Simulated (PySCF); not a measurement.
**Fractional electron number in Ag (silver, neutral)**

The 5s alpha orbital of [Kr] 4d10 5s1 is emptied in steps (occupation f), with all orbitals relaxed, ending at [Kr] 4d10. Computed with PySCF 2.14 in aug-cc-pVTZ-PP with ECP28MDF (6s6p5d3f2g, 88 functions), with a scalar-relativistic core potential. The exact energy is a straight line in f; departures are measured from the line between the end points of the same method.

```
  f  B3LYP (eV)
  1       0.000
0.9      -0.236
0.7      -0.555
0.5      -0.665
0.3      -0.562
0.1      -0.242
  0       0.000
```

```json
{"method": "B3LYP", "E(f=0) − E(f=1) (eV)": "7.964", "−ε at f=1 (eV)": "5.349", "−ε at f=0.5 (eV)": "7.944"}
```

Orbital energy along the path (eV):

```
  f    B3LYP
  1   -5.349
0.9   -5.857
0.7   -6.890
0.5   -7.944
0.3   -9.017
0.1  -10.109
  0  -10.662
```

Reference removal energy between the ground levels: 7.576 eV (measured; NIST Atomic Spectra Database, ionization energies).
